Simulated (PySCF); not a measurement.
Run record: excited-state job, `[H]/N=C\[C@]12C[C@](C)(C1)C2`.

Method: TDDFT B3LYP/def2-SVPD, vertical, gas phase, core orbitals frozen in the response (PySCF 2.14.0, density-fitted response routines). Geometry: GFN2-xTB. The command runs a driver script over a list of jobs; the input below is this job's line of settings and its coordinates in Å.

Command:
```bash
OMP_NUM_THREADS=1 python probes_run.py task.json out
```

Input:
```
{"job": {"kind": "uv", "xc": "B3LYP", "basis": "def2-SVPD", "nstates": 8, "ntriplets": 3}, "charge": 0, "multiplicity": 1}
H      2.927652     1.295796     0.119172
N      3.239973     0.397418    -0.251021
C      2.319573    -0.434793    -0.446191
C      0.874144    -0.244678    -0.198536
C      0.204272     0.103098     1.154221
C     -0.944467     0.038148     0.129749
C     -2.403909     0.267533     0.393369
C     -0.281370    -1.237853    -0.427398
C     -0.037948     0.840367    -0.823039
H      2.618776    -1.403592    -0.841872
H      0.429569     1.078191     1.581416
H      0.233082    -0.672372     1.917088
H     -2.975070     0.158246    -0.526458
H     -2.563513     1.270661     0.784620
H     -2.774049    -0.452123     1.120917
H     -0.303237    -2.119753     0.209785
H     -0.507709    -1.496170    -1.459973
H     -0.233379     0.746755    -1.889351
H      0.167806     1.874371    -0.553962
```

Problem. Estimate the output.

Solution. 
```
coarse grid: 15488 points
cycle   1  E = -327.6703173557  dE =  1.164e+00  |g| = 5.085e-01  |ddm| = 9.828e+00
cycle   2  E = -327.6010716117  dE =  6.925e-02  |g| = 7.586e-01  |ddm| = 4.787e+00
cycle   3  E = -327.7342016416  dE = -1.331e-01  |g| = 1.486e-01  |ddm| = 3.623e+00
cycle   4  E = -327.7391102091  dE = -4.909e-03  |g| = 4.305e-02  |ddm| = 3.811e-01
cycle   5  E = -327.7395017605  dE = -3.916e-04  |g| = 1.512e-02  |ddm| = 1.714e-01
cycle   6  E = -327.7395544686  dE = -5.271e-05  |g| = 2.915e-03  |ddm| = 4.870e-02
cycle   7  E = -327.7395564079  dE = -1.939e-06  |g| = 4.804e-04  |ddm| = 8.002e-03
final grid: 148544 points
cycle   8  E = -327.8024335790  dE = -7.548e-05  |g| = 6.080e-03  |ddm| = 2.791e-01
cycle   9  E = -327.8024279785  dE =  5.601e-06  |g| = 7.777e-03  |ddm| = 4.763e-02
cycle  10  E = -327.8024432173  dE = -1.524e-05  |g| = 8.856e-04  |ddm| = 2.608e-02
cycle  11  E = -327.8024433736  dE = -1.563e-07  |g| = 3.274e-04  |ddm| = 2.592e-03
cycle  12  E = -327.8024433914  dE = -1.776e-08  |g| = 1.750e-04  |ddm| = 1.232e-03
cycle  13  E = -327.8024433984  dE = -7.056e-09  |g| = 2.206e-05  |ddm| = 5.743e-04
cycle  14  E = -327.8024433985  dE = -1.055e-10  |g| = 6.335e-06  |ddm| = 8.775e-05
converged SCF energy = -327.8024433985

Static polarisability (au): isotropic 85.993, principal 74.671 82.243 101.067

Singlet excitations
state   eV       nm        f      main configurations
  1   4.8463    255.8   0.00208   H->L 0.99
  2   6.5798    188.4   0.00115   H->L+1 0.87, H->L+2 0.12
  3   7.0489    175.9   0.00745   H->L+2 0.72, H->L+1 0.12, H-1->L 0.10
  4   7.1548    173.3   0.00457   H-4->L 0.51, H-2->L 0.47
  5   7.1931    172.4   0.23587   H-1->L 0.72, H->L+3 0.13
  6   7.2613    170.7   0.07262   H->L+3 0.81
  7   7.3159    169.5   0.00134   H-3->L 0.99
  8   7.3297    169.2   0.00012   H-2->L 0.52, H-4->L 0.46

Triplet excitations (Tamm-Dancoff, eV): 4.1024 4.9447 6.4603
```

The SCF starts on a coarse grid where the log names one; the energy can jump when the final grid takes over, and dE then counts from the start density on the new grid. H and L stand for HOMO and LUMO; the number after each pair is its weight.

Problem. How does the lowest singlet excitation compare with the HOMO–LUMO gap?

Solution. HOMO -7.01 eV and LUMO -0.65 eV give a gap of 6.36 eV; S1 at 4.85 eV lies 1.51 eV below it.

Problem. Which computed singlet has the largest oscillator strength, and what do all of them sum to?

Solution. State 5 at 7.19 eV (172 nm), f = 0.236; the 8 states sum to 0.325.

Main results: HOMO -7.01 eV, LUMO -0.65 eV; lowest singlet 4.85 eV; lowest triplet 4.10 eV (Tamm–Dancoff); mean polarisability 86.0 au.

Hardware: an Arm Neoverse V1 with one thread, no GPU (shared host). Cost: 60 s of wall time (with the writing of density and orbital grids), 1.1 GiB resident at most.

One conformer stands for the species.
Labels such as C1 count atoms from 1, the log's own numbers from 0.
